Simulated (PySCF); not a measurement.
Zero-point energy (kcal/mol) of eight silicon and germanium compounds: PBE-D3(BJ) beside PBE0-D3(BJ), computed with PySCF for isolated molecules in the bases named; differences from unrounded values. The eight are the first of their class met in an unordered collection, after screening for sound electronic states; none was chosen by its value. Each level has its own optimised geometry.

| molecule | basis | PBE0-D3(BJ) |
|---|---|---|
| aminosilylimino(oxo)methane (CH4N2OSi), SMILES N[SiH2]N=C=O | def2-SVP | 36.20 |
| 2,2-difluoro-1-silylethanone (C₂H₄F₂OSi), SMILES [SiH3]C(C(F)F)=O | def2-SVP | 35.77 |
| GeH4O4, SMILES [OH][Ge]([OH])([OH])[OH] | def2-SVP | 34.90 |
| C2H6O2Si, SMILES O[SiH]1COC1 | def2-SVP | 51.02 |
| SiHClBr2, SMILES Cl[SiH](Br)Br | def2-SVP | 8.29 |
| CH₇O₂PSi, SMILES C[Si](O)(O)P | def2-SVP | 52.56 |
| GeH₄SSe, SMILES S[Se][GeH3] | def2-SVP | 21.18 |
| C2H11NSi3, SMILES CC[Si@H]1N[SiH2][SiH2]1 | def2-SVP | 78.74 |

Problem. Estimate the PBE-D3(BJ) values and say how PBE-D3(BJ) differs from PBE0-D3(BJ) over the set. (An estimate is asked for; the answer gives what the named calculation found.)

Solution. 
```
molecule                                                           PBE-D3(BJ)  difference
-----------------------------------------------------------------  ----------  ----------
aminosilylimino(oxo)methane (CH4N2OSi), SMILES N[SiH2]N=C=O             34.91       -1.28
2,2-difluoro-1-silylethanone (C₂H₄F₂OSi), SMILES [SiH3]C(C(F)F)=O       34.22       -1.54
GeH4O4, SMILES [OH][Ge]([OH])([OH])[OH]                                 33.44       -1.45
C2H6O2Si, SMILES O[SiH]1COC1                                            49.09       -1.93
SiHClBr2, SMILES Cl[SiH](Br)Br                                           7.96       -0.32
CH₇O₂PSi, SMILES C[Si](O)(O)P                                           50.77       -1.79
GeH₄SSe, SMILES S[Se][GeH3]                                             20.30       -0.88
C2H11NSi3, SMILES CC[Si@H]1N[SiH2][SiH2]1                               76.12       -2.62
```
PBE-D3(BJ) lies below PBE0-D3(BJ) in 8 and above it in 0 of the eight; the mean signed difference is -1.48 and the largest -2.62 kcal/mol.
